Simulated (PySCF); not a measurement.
1,5-cyclooctadiene (C8H12), SMILES C1=CCCC=CCC1.

The structure is a stationary point at PBE0-D3(BJ)/def2-SVP. The values are those of a single conformer.

All values below come from PBE0-D3(BJ)/def2-SVP run with PySCF.

Frequencies are harmonic and unscaled.

```csv
mode,ν (cm⁻¹),IR (km/mol),moving atoms (share of kinetic energy)
1,89,0.2,"C 56 %, H 44 %"
2,175,0.0,"C 58 %, H 42 %"
3,193,0.0,"C 65 %, H 35 %"
4,203,0.0,"C 72 %, H 28 %"
5,308,0.0,"C 61 %, H 39 %"
6,404,4.8,"H 57 %, C 43 %"
7,463,0.1,"C 60 %, H 40 %"
8,519,0.0,"C 67 %, H 33 %"
9,634,0.0,"C 58 %, H 42 %"
10,655,5.2,"C 72 %, H 28 %"
11,710,0.0,"H 66 %, C 34 %"
12,753,0.0,"C 56 %, H 44 %"
13,757,81.4,"H 67 %, C 33 %"
14,832,1.6,"C 58 %, H 42 %"
15,910,2.0,"C 70 %, H 30 %"
16,932,4.3,"H 51 %, C 49 %"
17,991,0.1,"H 73 %, C 27 %"
18,1000,0.0,"C 60 %, H 40 %"
19,1001,0.0,"H 77 %, C 23 %"
20,1033,0.0,"C 61 %, H 39 %"
21,1047,0.0,"C 52 %, H 48 %"
22,1054,1.6,"C 71 %, H 29 %"
23,1056,0.0,"C 67 %, H 33 %"
24,1121,3.3,"H 52 %, C 48 %"
25,1172,0.7,H 92 %
26,1206,0.0,"H 82 %, C 18 %"
27,1215,0.0,H 95 %
28,1260,13.4,"H 88 %, C 12 %"
29,1270,1.2,H 92 %
30,1275,0.0,H 94 %
31,1331,0.0,"H 65 %, C 35 %"
32,1334,0.0,"H 81 %, C 19 %"
33,1338,0.0,"H 60 %, C 40 %"
34,1350,0.6,"H 72 %, C 28 %"
35,1408,0.0,"H 70 %, C 30 %"
36,1418,0.0,"H 65 %, C 35 %"
37,1458,4.1,"H 83 %, C 17 %"
38,1459,0.0,"H 84 %, C 16 %"
39,1459,0.0,"H 91 %, C 9 %"
40,1467,24.7,"H 90 %, C 10 %"
41,1756,6.3,C 94 %
42,1761,0.0,C 94 %
43,3053,0.0,H 94 %
44,3054,53.7,H 94 %
45,3054,26.7,H 94 %
46,3058,0.0,H 94 %
47,3114,10.4,"H 91 %, C 9 %"
48,3115,0.0,"H 91 %, C 9 %"
49,3122,63.5,"H 91 %, C 9 %"
50,3124,0.0,"H 91 %, C 9 %"
51,3162,0.0,H 92 %
52,3162,13.4,H 92 %
53,3184,54.9,"H 91 %, C 9 %"
54,3185,0.0,"H 91 %, C 9 %"
```
